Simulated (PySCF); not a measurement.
## Exercise with solution: dipole moment from atomic charges

In(F)(SH)2 (FH2InS2), SMILES [F][In]([SH])[SH]. Atoms are numbered in the order given.

```xyz
6

In     0.1876     0.0057     0.0000
F      2.1493    -0.1319     0.0000
S     -0.9552    -2.1126     0.0000
H      0.2217    -2.7851     0.0000
S     -0.7177     2.2324     0.0000
H     -1.9930     1.7742     0.0000
```

The structure is a stationary point at B3LYP-D3(BJ)/def2-SVP. The def2 effective core potentials stand for the cores of In; spin–orbit coupling is left out. Other conformers were not sampled.

Charges (e) from r2SCAN/def2-TZVP run with PySCF:

| atom | Mulliken | ESP fit |
|---|---|---|
| In1 | 0.883 | 0.642 |
| F2 | -0.476 | -0.372 |
| S3 | -0.392 | -0.350 |
| H4 | 0.186 | 0.195 |
| S5 | -0.374 | -0.279 |
| H6 | 0.173 | 0.163 |

The dipole moment of the full density is 2.11 D.

Task: What dipole moment does each set of point charges give, and which comes closer to that of the density?

Result: 
μ = Σ q r, and 1 e Å = 4.8032 D.
Mulliken: Σ q r = (-0.518, -0.150, 0.000) e Å, |μ| = 2.59 D.
ESP fit: Σ q r = (-0.426, -0.085, 0.000) e Å, |μ| = 2.09 D.
ESP fit comes closer in size. Point charges leave out the atoms' own dipoles (lone pairs, polarised bonds); fits to the potential absorb them, partitions of the density don't.
